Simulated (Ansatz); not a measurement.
Calculated with Ansatz (gas phase, PBE0-D4/def2-TZVP geometries, no zero-point term in ΔE). CCSD(T)/CBS adds triple-zeta CCSD(T) − MP2 to the extrapolated MP2 energy (def2 sets, frozen cores). This one scheme is used for every species. DFT in def2-TZVPP. B3LYP here is the variant with VWN-RPA as its local correlation; programs differ in this. For Se outer-core shells are correlated without core-valence functions, which leaves a few kJ/mol of doubt a bond. Scalar relativity is left out up to krypton. One conformer a species, not always the lowest.

Reaction (ligand exchange at the Se–Al bond): `C[Se][AlH2]` + `[SiH3][SeH]` → `C[Se][Se][SiH3]` + `[AlH3]`

```tsv
level	ΔE (kJ/mol)
LDA (SPW92)	110.4
PBE0-D4	106.1
B3LYP	107.6
MP2/def2-SVP	116.5
```

(1) What does CCSD(T)/CBS give? (Best estimate.)

Largest T1 diagnostic among the species: 0.010.

## Answers

(1) Ansatz gave: +108.7 kJ/mol. The listed levels differ from it by 1.7, -2.6, -1.1, 7.8 kJ/mol.

From PBE to PBE0 (25 % exact exchange), in def2-TZVPP and without D4, ΔE moves by +4.8 kJ/mol. Leaving LDA and LC-ωPBE aside and taking each functional with its dispersion term where it has one, the values, not all of them listed here, spread over 21.0 kJ/mol, from BLYP-D4 to PBE-QIDH. LDA lies +3.9 kJ/mol from PBE without D4.
